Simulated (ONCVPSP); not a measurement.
# K (Z = 19): one change to an ONCV potential, before and after

```json
{
 "Element": "potassium",
 "Generator": "ONCVPSP 4.0.1",
 "Type": "optimised norm-conserving Vanderbilt (ONCV)",
 "Functional": "LDA (Perdew-Zunger)",
 "Relativity": "scalar-relativistic",
 "Frozen core": "[Ne]",
 "Valence charge": "9",
 "Reference configuration": "3s2 3p6 4s1",
 "Partial waves": "3s+4s: rc 2.00 bohr, ncon 4, nbas 7, qcut 5.1 1/bohr, 3 projectors, debl 1.2 Ha; 3p: rc 2.25 bohr, ncon 4, nbas 8, qcut 7.5 1/bohr, 2 projectors, debl 1.2 Ha; d scattering state at 0.34 Ha: rc 2.05 bohr, ncon 4, nbas 9, qcut 5.5 1/bohr, 2 projectors, debl 1.9 Ha; f scattering state at 0.16 Ha: rc 2.30 bohr, ncon 4, nbas 8, qcut 4.3 1/bohr, 3 projectors, debl 1.2 Ha",
 "Local potential": "polynomial inside 1.80 bohr (lpopt 3, dvloc0 0 Ha)",
 "Core correction": "none"
}
```

Change: s: rc 2.42.

Cutoffs: the cutoffs (Ha) at which the residual kinetic energy of the hardest occupied pseudo-wave falls to 1 and 0.1 mHa per electron; they do not see the model core or the augmentation charge, which bear on the density cutoff. Errors are all-electron minus pseudo energies relative to the spin-unpolarised reference configuration.

Predict the effect on cutoff, ghosts and configuration errors.

The potential gets neither clearly harder nor softer (13 Ha and 16 Ha → 13 Ha and 16 Ha); the p channel sets the loose cutoff, while the largest relative change is in s, which becomes softer; of the 4 tests that both files solve, the error grows in 1 and shrinks in 0 by more than 15 % and 0.3 meV (median size 0.1 → 0.1 meV); neither file shows a bound ghost.

```csv
quantity,base,changed
"cutoff, loose",13 Ha,13 Ha
"cutoff, tight",16 Ha,16 Ha
loose cutoff by channel,"s 8.8 Ha, p 13 Ha","s 4.7 Ha, p 13 Ha"
bound ghosts,none,none
GHOST(+) flags under 300 eV,f at 112.7 eV,f at 112.7 eV
"error for 3s2 3p6 4s0, meV [ΔE 4.41 eV]",-0.1,-0.2
"error for 3s2 3p6 4s0.5, meV [ΔE 1.71 eV]",0.0,0.0
"error for 3s2 3p6 4s0 4p1, meV [ΔE 1.63 eV]",0.0,-0.1
"error for 3s1 3p6 4s1, meV [ΔE 41.83 eV]",-110,-201
p: phases at 2.29 bohr within 0.05 rad from the reference energy up to (Ha; the scan ends near 5),to the end of the scan,to the end of the scan
d: phases at 2.08 bohr within 0.05 rad from the reference energy up to (Ha; the scan ends near 5),to the end of the scan,to the end of the scan
f: phases at 2.34 bohr within 0.05 rad from the reference energy up to (Ha; the scan ends near 5),4.0,4.0
```

Base: The cutoffs count occupied waves only; projector 2 of the d channel, the hardest unoccupied one, needs 57 Ha at the loose tolerance. Changed file: The cutoffs count occupied waves only; projector 2 of the d channel, the hardest unoccupied one, needs 57 Ha at the loose tolerance.
